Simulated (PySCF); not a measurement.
Sn(Cl)3(SiH3) (Cl3H3SiSn), SMILES [SiH3][Sn]([Cl])([Cl])[Cl]. Atoms are numbered in the order given.

```xyz
8

Si     0.0000     0.0000     2.5827
Sn     0.0000     0.0000     0.0092
Cl     1.8785     1.0845    -0.8957
Cl    -1.8785     1.0845    -0.8957
Cl     0.0000    -2.1691    -0.8957
H      1.2317    -0.7111     3.0208
H     -1.2317    -0.7111     3.0208
H      0.0000     1.4222     3.0208
```
Charge 0, spin multiplicity 1.

Geometry optimised at r2SCAN-D4/def2-SVP. The structure was generated by enumeration; whether it is a known compound was not checked. The def2 effective core potentials stand for the cores of Sn; spin–orbit coupling is left out.

The numbers are results of TDA-B3LYP/def2-SVPD run with PySCF 2.14.0, not measurements.

Vertical excitations; the highest root listed may be one member of a degenerate set. The molecule is in vacuum. State labels are in the subgroup Cs.

```csv
state,symmetry,energy (eV),λ (nm),f,main pairs
S1,A",4.99,249,0.000,HOMO−1→LUMO 99 %
S2,A',5.13,242,0.206,HOMO→LUMO 91 %
S3,A',5.21,238,0.014,HOMO−2→LUMO (degenerate set)
S4,A",5.21,238,0.014,HOMO−3→LUMO (degenerate set)
S5,A",5.43,228,0.014,HOMO−5→LUMO (degenerate set)
S6,A',5.43,228,0.014,HOMO−4→LUMO (degenerate set)
S7,A',6.35,195,0.029,HOMO→LUMO+1 (degenerate set)
S8,A",6.35,195,0.029,HOMO→LUMO+2 (degenerate set)
S9,A',6.48,191,0.047,"HOMO−6→LUMO 45 %, HOMO−3→LUMO+2 25 %, HOMO−2→LUMO+1 25 %"
S10,A',6.52,190,0.009,HOMO−1→LUMO+2 79 %
T1,A',4.28,290,0,HOMO→LUMO 98 %
T2,A",4.69,264,0,HOMO−1→LUMO 96 %
T3,A",4.80,258,0,HOMO−3→LUMO (degenerate set)
T4,A',4.80,258,0,HOMO−2→LUMO (degenerate set)
```
Triplets are in the Tamm–Dancoff approximation.
